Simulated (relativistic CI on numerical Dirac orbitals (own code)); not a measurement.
## Line list: Electric-dipole lines, Yb XXVIII

Computed by Dirac-Coulomb-Breit CI, KLI orbitals optimised for each configuration, QED by a radiative potential, unscaled Slater integrals (own radial code, finite nucleus).

Configurations in the expansion (outside the closed core [Ar] 3d10): 4s2 4p6 4d7, 4s2 4p5 4d8, 4s2 4p6 4d6 4f, 4s 4p6 4d8, 4s2 4p5 4d7 4f, 4s 4p6 4d7 4f, 4s2 4p6 4d6 5s, 4s2 4p6 4d6 5p, 4s2 4p6 4d5 4f 5s, 4s2 4p5 4d7 5s, 4s2 4p6 4d5 5s 5p, 4s2 4p6 4d6 5f, 4s2 4p6 4d6 6s, 4p6 4d8 4f, 4s 4p6 4d7 5s, 4p6 4d9, 4p5 4d10, 4p5 4d9 4f, 4s2 4p6 4d5 5s2, 4s2 4p6 4d4 4f 5s2, 4s2 4p5 4d5 4f 5s2, 4s 4p6 4d5 4f 5s2, 4p6 4d8 5s, 4p5 4d9 5s, 4p5 4d8 4f 5s, 4p6 4d7 5s2, 4p5 4d8 5s2, 4p6 4d6 4f 5s2, 4p5 4d7 4f 5s2. Double excitations out of closed p, d and f shells are left out; levels of such configurations are missing from the list, as are those of other unlisted configurations, and high levels can miss mixing partners.

```tsv
λ vac (nm)	Lower	Upper	A (s⁻¹)	log gf	S velocity/length
5.0454	4s2 4p6 4d7 4F_7/2 [4]	4s2 4p5 4d8 4D°_7/2 [393]	9.29e+11	0.45	0.84
5.0624	4s2 4p6 4d7 2G_9/2 [5]	4s2 4p5 4d8 2G°_9/2 [396]	1.06e+12	0.61	0.81
5.1086	4s2 4p6 4d7 2G_9/2 [5]	4s2 4p5 4d8 4D°_7/2 [393]	8.57e+11	0.43	0.86
5.1139	4s2 4p6 4d7 2G_7/2 [10]	4s2 4p5 4d8 2F°_5/2 [397]	1.58e+12	0.57	0.85
5.1217	4s2 4p6 4d7 2H_11/2 [9]	4s2 4p5 4d8 2G°_9/2 [396]	2.66e+12	1.02	0.85
5.1310	4s2 4p6 4d7 4P_5/2 [7]	4s2 4p5 4d8 4D°_7/2 [393]	1.82e+12	0.76	0.80
5.4205	4s2 4p6 4d7 2H_11/2 [9]	4s2 4p6 4d6 4f 2I°_13/2 [381]	3.98e+12	1.39	0.82
5.4243	4s2 4p6 4d7 2G_9/2 [5]	4s2 4p6 4d6 4f 2H°_11/2 [375]	2.13e+12	1.05	0.81
5.4267	4s2 4p6 4d7 4F_9/2 [1]	4s2 4p6 4d6 4f 2H°_11/2 [342]	3.82e+11	0.31	0.77
5.4393	4s2 4p6 4d7 4F_9/2 [1]	4s2 4p6 4d6 4f 4G°_11/2 [337]	3.53e+12	1.27	0.78
5.4410	4s2 4p6 4d7 4F_7/2 [4]	4s2 4p6 4d6 4f 4D°_7/2 [365]	1.74e+12	0.79	0.73
5.4453	4s2 4p6 4d7 2G_7/2 [10]	4s2 4p6 4d6 4f 2H°_9/2 [382]	3.75e+12	1.22	0.78
5.4480	4s2 4p6 4d7 2H_9/2 [15]	4s2 4p6 4d6 4f 2I°_11/2 [392]	3.93e+12	1.32	0.81
5.4514	4s2 4p6 4d7 2F_5/2 [11]	4s2 4p6 4d6 4f 2G°_7/2 [383]	3.66e+12	1.12	0.76
5.4591	4s2 4p6 4d7 4F_7/2 [4]	4s2 4p6 4d6 4f 4G°_9/2 [364]	3.40e+12	1.18	0.77
5.4592	4s2 4p6 4d7 2P_3/2 [2]	4s2 4p6 4d6 4f 2D°_5/2 [354]	3.60e+12	0.98	0.74
5.4611	4s2 4p6 4d7 2D_5/2 [3]	4s2 4p6 4d6 4f 2F°_7/2 [359]	3.84e+12	1.14	0.75
5.4625	4s2 4p6 4d7 4F_7/2 [4]	4s2 4p6 4d6 4f 4F°_7/2 [363]	1.35e+12	0.68	0.76
5.4663	4s2 4p6 4d7 2G_9/2 [5]	4s2 4p6 4d6 4f 2H°_11/2 [370]	1.79e+12	0.98	0.78
5.4672	4s2 4p6 4d7 4F_9/2 [1]	4s2 4p6 4d6 4f 4F°_9/2 [336]	3.72e+12	1.22	0.74
5.4692	4s2 4p6 4d7 4P_5/2 [7]	4s2 4p6 4d6 4f 4P°_3/2 [372]	2.84e+12	0.71	0.73
5.4697	4s2 4p6 4d7 2D_5/2 [3]	4s2 4p6 4d6 4f 2D°_5/2 [358]	3.66e+12	0.99	0.73
5.4702	4s2 4p6 4d7 2P_3/2 [2]	4s2 4p6 4d6 4f 2P°_1/2 [352]	3.74e+12	0.53	0.73
5.4772	4s2 4p6 4d7 4F_5/2 [12]	4s2 4p6 4d6 4f 4G°_7/2 [386]	2.84e+12	1.01	0.76
5.4828	4s2 4p6 4d7 2G_9/2 [5]	4s2 4p6 4d6 4f 2H°_9/2 [368]	2.78e+12	1.10	0.71
5.4850	4s2 4p6 4d7 2D_5/2 [3]	4s2 4p6 4d6 4f 2P°_3/2 [357]	3.16e+12	0.76	0.74
5.4854	4s2 4p6 4d7 2D_3/2 [14]	4s2 4p6 4d6 4f 2F°_5/2 [390]	2.65e+12	0.86	0.75
5.4855	4s2 4p6 4d7 4P_1/2 [8]	4s2 4p6 4d6 4f 4D°_1/2 [373]	3.82e+12	0.54	0.73
5.4863	4s2 4p6 4d7 4F_3/2 [13]	4s2 4p6 4d6 4f 4G°_5/2 [385]	1.74e+12	0.67	0.74
5.4876	4s2 4p6 4d7 4F_3/2 [6]	4s2 4p6 4d6 4f 4D°_5/2 [369]	2.10e+12	0.76	0.74
5.4890	4s2 4p6 4d7 4P_5/2 [7]	4s2 4p6 4d6 4f 4P°_5/2 [371]	2.48e+12	0.83	0.71
5.4903	4s2 4p6 4d7 4F_9/2 [1]	4s2 4p6 4d6 4f 2G°_7/2 [334]	5.94e+11	0.33	0.71
5.4924	4s2 4p6 4d7 2H_11/2 [9]	4s2 4p6 4d6 4f 2H°_11/2 [375]	1.81e+12	0.99	0.70
5.4926	4s2 4p6 4d7 2F_7/2 [17]	4s2 4p6 4d6 4f 2G°_9/2 [391]	2.56e+12	1.06	0.77
5.4931	4s2 4p6 4d7 2P_3/2 [2]	4s2 4p6 4d6 4f 2P°_3/2 [349]	3.04e+12	0.74	0.69
5.4950	4s2 4p6 4d7 4F_9/2 [1]	4s2 4p6 4d6 4f 2G°_7/2 [332]	8.62e+11	0.49	0.71
5.4991	4s2 4p6 4d7 4F_7/2 [4]	4s2 4p6 4d6 4f 4D°_5/2 [361]	2.98e+12	0.91	0.71
5.5052	4s2 4p6 4d7 4F_9/2 [1]	4s2 4p6 4d6 4f 4D°_7/2 [328]	2.42e+12	0.94	0.70
5.5157	4s2 4p6 4d7 2G_7/2 [10]	4s2 4p6 4d6 4f 2F°_7/2 [379]	2.94e+12	1.03	0.71
5.5354	4s2 4p6 4d7 2H_11/2 [9]	4s2 4p6 4d6 4f 2H°_11/2 [370]	1.96e+12	1.03	0.65
5.5361	4s2 4p6 4d7 2F_5/2 [11]	4s2 4p6 4d6 4f 2F°_5/2 [380]	2.18e+12	0.78	0.69
5.5366	4s2 4p6 4d7 2G_9/2 [5]	4s2 4p6 4d6 4f 4F°_7/2 [363]	2.42e+12	0.95	0.72
5.5406	4s2 4p6 4d7 4P_5/2 [7]	4s2 4p6 4d6 4f 4D°_7/2 [365]	1.43e+12	0.72	0.74
5.5524	4s2 4p6 4d7 2H_11/2 [9]	4s2 4p6 4d6 4f 2H°_9/2 [368]	8.63e+11	0.60	0.69
5.6537	4s2 4p6 4d7 2D_5/2 [18]	4s2 4p6 4d6 4f 2D°_5/2 [395]	2.18e+12	0.80	0.60
```

Terms are leading LS components. Brackets give the number of a level in order of energy, since labels repeat. The list gives strong lines, with weight on those to low levels, among the lowest 400 of 10512 levels, so that lines to higher ones, which can be the strongest, are missing. Levels whose partners in the same complex of configurations lie outside the list can be far off, and so can their lines. Rates are taken at the computed energies, electric ones in the length gauge. A velocity-to-length ratio far from 1 marks an uncertain rate.

At this charge energies of transitions that change n are usually good to better than 1 %, and those within a shell (Δn = 0) to a few per cent. Terms inside the open d or f shell come out 10 to 20 % too wide with unscaled integrals.

LS names give the leading component of a level, which can be under half, so a name can repeat, a term be missing and a line seem to break the LS rules.
